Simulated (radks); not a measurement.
Values are calculated unless marked as measured or tabulated.
Q: These are the eigenvalues of the occupied orbitals of an atom or ion with whole-number occupations (hartree). Level of theory: scalar-relativistic Kohn-Sham, BLYP, spin-unpolarised, spherical densities, finite nucleus; Fermi nuclear charge, rms radius of each element as measured or else 0.836 A^(1/3) + 0.57 fm (a radial shooting solver on a logarithmic mesh with Libxc functionals).

orbital  eigenvalue
1s        -1778.010
2s        -292.3937
2p        -260.6036
3s        -64.71301
3p        -54.81804
3d        -41.57887
4s        -13.23135
4p         -9.97638
4d         -5.44115
5s         -2.13425
5p         -1.36338
4f         -0.58869

Which element is it, and in what charge state? The configuration may be excited.

A: Z = 63, europium, charge +2: Eu2+ in [Xe] 4f7. The list shows which subshells hold electrons but not how many an open one holds; the 1s level, -1778 hartree, gives Z - s = 59.6 by -(Z - s)^2/2, which with screening and relativity narrows Z to a few neighbours, and the depths of the outer levels then fix element, charge and occupations together.
